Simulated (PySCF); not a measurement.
# Trend along the fourth-period p block: MF cations

CCSD(T) with double-zeta basis sets in PySCF, for the lowest determinant that a PBE0 search found; no spin–orbit coupling. De refers to high-spin ground-configuration atoms (the charge goes to the atom of lower measured ionisation energy or higher electron affinity, which is not always the lowest computed limit).

| M | basis | reference, frozen orbitals | charged atom | state (unpaired electrons) | Re (Å) | ωe (cm⁻¹) | De (eV) |
| --- | --- | --- | --- | --- | --- | --- | --- |
| Ga | aug-cc-pVDZ-PP/aug-cc-pVDZ | UHF, 5 | Ga+ | doublet (σ ↑) | 1.715 | 718 | 1.36 |
| Ge | cc-pVDZ-PP/cc-pVDZ | RHF, 5 | Ge+ | singlet (closed shell) | 1.712 | 789 | 5.07 |
| As | pcseg-1 | UHF, 10 | As+ | doublet (π ↑) | 1.718 | 776 | 3.82 |
| Se | cc-pVDZ-PP/cc-pVDZ | UHF, 5 | Se+ | triplet (π ↑↑) | 1.712 | 764 | 2.32 |
| Br | 6-31G(d,p) | UHF, 10 | Br+ | doublet (π ↑) | 1.722 | 749 | 2.11 |

The shortest bond is that of GeF⁺ (1.712 Å), the longest that of BrF⁺ (1.722 Å). GeF⁺ is bound most strongly (5.07 eV) and GaF⁺ least (1.36 eV).

The rows differ in basis set, which adds steps of its own.

The state changes along the series, so neighbouring rows are not always alike in their bonding.

Correlated steps freeze the inner cores (5 to 10 orbitals); shallow outer-core shells are correlated. Correlated levels converge slowly with the basis: in double zeta they bind strong bonds too weakly, by up to about 1 eV, and carry superposition errors of some tenths. Spin–orbit coupling is left out. For an ion De counts to the pair picked by the measured ionisation energies or electron affinities, which need not be the lowest pair at this level. Where the molecule has an RHF reference, its open-shell atoms are computed with UHF. States were picked by a PBE0 search and need not be the measured ground states.
